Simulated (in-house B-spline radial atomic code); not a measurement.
Whole-atom quantities along the 15-electron series, configuration 1s2 2s2 2p6 3s2 3p1/2(2) 3p3/2(1). Breit and QED terms are first order and not part of the total energy; the density at the nucleus is averaged over the nuclear charge. Computed with an all-electron radial atomic-structure program (B-spline basis): Dirac-Hartree-Fock, jj configuration that fills j = l - 1/2 first, finite nuclei.

| ion | Z | E/Z² (Eh) | Σ<r²> (bohr²) | n(0)/Z³ (bohr⁻³) | Lamb diamagnetic shielding (ppm) | repulsion over attraction | Breit energy (eV) | self-energy (eV) | vacuum polarisation (eV) |
| --- | --- | --- | --- | --- | --- | --- | --- | --- | --- |
| La42+ | 57 | -2.1256 | 0.4539 | 1.8078 | 4718.62 | 0.050122 | 163.66 | 144.77 | -20.575 |
| Ce43+ | 58 | -2.1328 | 0.43486 | 1.8649 | 4821.25 | 0.049236 | 173.18 | 154.08 | -22.221 |
| Pr44+ | 59 | -2.1399 | 0.41692 | 1.9252 | 4924.87 | 0.048377 | 183.08 | 163.84 | -23.976 |
| Nd45+ | 60 | ? | ? | ? | ? | ? | ? | ? | ? |
| Pm46+ | 61 | -2.1542 | 0.384 | 2.0507 | 5135.22 | 0.046735 | 204.07 | 184.78 | -27.837 |
| Sm47+ | 62 | -2.1613 | 0.36887 | 2.1093 | 5242 | 0.04595 | 215.17 | 196 | -29.953 |
| Eu48+ | 63 | -2.1684 | 0.35456 | 2.1795 | 5349.95 | 0.045187 | 226.7 | 207.75 | -32.21 |
| Gd49+ | 64 | ? | ? | ? | ? | ? | ? | ? | ? |
| Tb50+ | 65 | -2.1826 | 0.32813 | 2.3434 | 5569.5 | 0.043722 | 251.07 | 232.91 | -37.174 |
| Dy51+ | 66 | -2.1897 | 0.31592 | 2.408 | 5681.06 | 0.04302 | 263.93 | 246.35 | -39.88 |
| Ho52+ | 67 | ? | ? | ? | ? | ? | ? | ? | ? |
| Er53+ | 68 | -2.204 | 0.29328 | 2.5848 | 5908.34 | 0.041669 | 291.06 | 275.11 | -45.839 |
| Tm54+ | 69 | -2.2112 | 0.28277 | 2.6863 | 6024.12 | 0.041019 | 305.36 | 290.47 | -49.107 |

(1) Fill in the row of Nd45+.

(2) Fill in the row of Gd49+.

(3) Fill in the row of Ho52+.

(4) With what power of Z does the column «vacuum polarisation (eV)» change over this range?

## Answers

(1) E/Z² (Eh): -2.1471; Σ<r²> (bohr²): 0.39999; n(0)/Z³ (bohr⁻³): 1.9879; Lamb diamagnetic shielding (ppm): 5029.52; repulsion over attraction: 0.047544; Breit energy (eV): 193.37; self-energy (eV): 174.07; vacuum polarisation (eV): -25.846.

(2) E/Z² (Eh): -2.1755; Σ<r²> (bohr²): 0.341; n(0)/Z³ (bohr⁻³): 2.2513; Lamb diamagnetic shielding (ppm): 5459.08; repulsion over attraction: 0.044445; Breit energy (eV): 238.66; self-energy (eV): 220.04; vacuum polarisation (eV): -34.61.

(3) E/Z² (Eh): -2.1968; Σ<r²> (bohr²): 0.30432; n(0)/Z³ (bohr⁻³): 2.4989; Lamb diamagnetic shielding (ppm): 5794.04; repulsion over attraction: 0.042336; Breit energy (eV): 277.26; self-energy (eV): 260.41; vacuum polarisation (eV): -42.772.

(4) A fit of the logarithm of its size against log Z from Z = 57 to 69 has slope 4.55.
